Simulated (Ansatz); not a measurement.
Reactions of `COC(C)F`.

Gas-phase electronic energies from Ansatz, PBE0-D4/def2-TZVP geometries. CBS: MP2 limit from def2 TZ/QZ plus the TZ coupled-cluster correction, frozen cores. This one scheme is used for every species. DFT in def2-TZVPP. def2 core potentials past Kr. For Ga, I outer-core shells are correlated without core-valence functions, which leaves a few kJ/mol of doubt a bond. Scalar relativity is left out up to krypton. One conformer a species, not always the lowest.

| reaction | CCSD(T)/CBS(def2) (eV) |
| --- | --- |
| `COC(C)F` + `OCO` → `CC(F)OCO` + CH₃OH | 0.08 |
| `COC(C)F` + `N[Si](F)(F)F` → `CN[Si](F)(F)F` + `COCF` | 0.70 |
| `COC(C)F` + HI → `CC(F)I` + CH₃OH | 0.20 |
| `COC(C)F` + `C[NH][Ga]([Cl])[Cl]` → `C[N](C)[Ga]([Cl])[Cl]` + `CC(O)F` | ? |
| `COC(C)F` + `C=CN[SiH3]` → `C=CN(C)[SiH3]` + `COCF` | 0.50 |
| `COC(C)F` + `[OH][Al]([OH])[Cl]` → `C[O][Al]([OH])[Cl]` + `CC(O)F` | ? |

Task: Fill in the missing values. (An estimate is asked.)

Result: Computed: `COC(C)F` + `C[NH][Ga]([Cl])[Cl]` → `C[N](C)[Ga]([Cl])[Cl]` + `CC(O)F`: -0.18 eV; `COC(C)F` + `[OH][Al]([OH])[Cl]` → `C[O][Al]([OH])[Cl]` + `CC(O)F`: +0.20 eV.

Largest T1 diagnostic: 0.012, for `C[N](C)[Ga]([Cl])[Cl]`.
